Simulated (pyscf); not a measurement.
Rearrangement: C₂H₅B (SMILES B1CC1) -> H₂B–CH=CH₂ (SMILES BC=C)

Gas phase, singlet surface, charge 0. Bonds broken: B1–C4, C3–H5. Bonds formed: B1–H5. Single points on ωB97X-D3(BJ)/def2-SVP structures (PySCF, gas phase). MP2 and CC: frozen core, UHF for open shells. ΔMP2 is the change of the MP2 total energy from the triple- to the quadruple-zeta basis.

Transition state (Å):

```xyz
8

B      0.6260     0.2146     0.1848
H      1.0559    -0.8837     0.3639
C     -0.0449     1.5127     0.3826
C     -0.8334     0.7167    -0.5031
H      1.4600     1.1166    -0.0933
H      0.1793     2.5802     0.4629
H     -1.5879     0.0796    -0.0278
H     -1.0426     0.9874    -1.5482
```

One imaginary mode, 924i cm⁻¹; descent along it reached the two sides named.

```
bond   change  reactant side (Å)  saddle  product side
-----  ------  -----------------  ------  ------------
B1–C4  breaks              1.536   1.690         2.517
C3–H5  breaks              1.097   1.627         2.418
B1–H5   forms              2.288   1.260         1.210
```

Electronic energies relative to the reactant's lowest minimum found (eV):

```
level                             barrier  reaction energy  reverse barrier
--------------------------------  -------  ---------------  ---------------
ωB97X-D3(BJ)/def2-TZVP               1.64            -0.40             2.04
PBE/def2-TZVP                        1.32            -0.35             1.67
r²SCAN/def2-TZVP                     1.45            -0.37             1.82
B3LYP-D3(BJ)/def2-TZVP               1.51            -0.58             2.09
PBE0-D3(BJ)/def2-TZVP                1.50            -0.32             1.82
M06-2X/def2-TZVP                     1.58            -0.37             1.95
ωB97M-D3(BJ)/def2-TZVP               1.55            -0.45             2.00
HF/def2-TZVP                         2.00            -0.75             2.75
MP2/def2-QZVPP                       1.61            -0.46             2.08
CCSD/def2-TZVPP                      1.65            -0.56             2.21
CCSD(T)/def2-TZVPP                   1.55            -0.57             2.12
CCSD(T)/def2-TZVPP + ΔMP2(QZVPP)     1.55            -0.56             2.11
```

With CCSD(T)/def2-TZVPP + ΔMP2(QZVPP) energies and thermal terms (ideal gas, 1 atm, RRHO with modes under 100 cm⁻¹ raised to 100, one conformer, R ln 2 for chiral ones without a mode under 150 cm⁻¹), in eV:

```
T (K)   ΔH‡   ΔG‡     ΔH     ΔG
-----  ----  ----  -----  -----
298    1.47  1.45  -0.56  -0.60
600    1.45  1.44  -0.56  -0.65
900    1.43  1.44  -0.57  -0.69
1200   1.41  1.45  -0.57  -0.72
```

One saddle was located; it need not be the lowest between these sides. The CCSD(T) − MP2 part came from Ansatz, without density fitting, on the same reference.
